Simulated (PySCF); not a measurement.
C₃H₆OS, SMILES C[C@@H]1OCS1. Atoms are numbered in the order given.

```xyz
11

C     -1.9300     0.3692     0.1314
C     -0.6847    -0.3800    -0.2462
O     -0.0193    -0.9409     0.8704
C      1.2592    -0.3877     0.6827
S      0.7693     0.6481    -0.7512
H     -2.3872     0.8295    -0.7576
H     -1.6962     1.1555     0.8626
H     -2.6592    -0.3284     0.5737
H     -0.8998    -1.1515    -1.0091
H      1.6024     0.1908     1.5574
H      2.0182    -1.1474     0.4224
```

Geometry: PBE0-D3(BJ)/def2-SVP. The structure was generated by enumeration; whether it is a known compound was not checked.

Method: PBE0/pcSseg-1 (PySCF).

GIAO shieldings, no solvent; atoms listed in one row are averaged. δ = σ(ref) − σ: ¹³C against TMS (σ = 186.3 ppm); ¹⁷O against H2O (σ = 334.2 ppm); ³³S against H2S (σ = 716.7 ppm); ¹H against TMS (σ = 31.56 ppm), references at their B3LYP-D3(BJ)/def2-TZVP geometries, non-relativistic.

Computed chemical shifts:
```json
[
 {"nucleus": "¹³C", "atoms": "C2", "count": "1", "δ (ppm)": "88.5"},
 {"nucleus": "¹³C", "atoms": "C4", "count": "1", "δ (ppm)": "73.3"},
 {"nucleus": "¹³C", "atoms": "C1", "count": "1", "δ (ppm)": "32.0"},
 {"nucleus": "¹⁷O", "atoms": "O3", "count": "1", "δ (ppm)": "71.6"},
 {"nucleus": "³³S", "atoms": "S5", "count": "1", "δ (ppm)": "315.8"},
 {"nucleus": "¹H", "atoms": "H9", "count": "1", "δ (ppm)": "6.20"},
 {"nucleus": "¹H", "atoms": "H11", "count": "1", "δ (ppm)": "5.93"},
 {"nucleus": "¹H", "atoms": "H10", "count": "1", "δ (ppm)": "5.54"},
 {"nucleus": "¹H", "atoms": "H6, H7, H8", "count": "3", "δ (ppm)": "1.90"}
]
```
